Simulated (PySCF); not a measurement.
# Electron correlation in Ge (germanium, neutral)

[Ar] 3d10 4s2 4p2, high-spin 3P determinant. Calculation: PySCF 2.14, in Sapporo-DKH3-DZP-2012; scalar relativity by spin-free X2C-1e. Frozen: [Ar] 3d10; 4 electrons correlated.

MP2 pair energies summed by pair of shells (mhartree):

| pair | energy | share (%) |
| --- | --- | --- |
| 4s-4p | -24.02 | 59.0 |
| 4s-4s | -12.57 | 30.9 |
| 4p-4p | -4.11 | 10.1 |

Total MP2 correlation energy: -40.70 mhartree.

Same-spin part -7.21 and opposite-spin part -33.48 mhartree; SCS-MP2 scales them by 1/3 and 6/5 to -42.58 mhartree.

```csv
level,correlation energy (mhartree)
CCSD,-56.56
(T),-0.82
CCSD(T),-57.38
```

Diagnostics: T1 = 0.0079, D1 = 0.0221, largest double amplitude 0.083.

Q: Is a single reference adequate?

A: Mostly. T1 lies below 0.03, but a double amplitude of this size points to a near-degeneracy that CCSD handles and MP2 describes poorly.
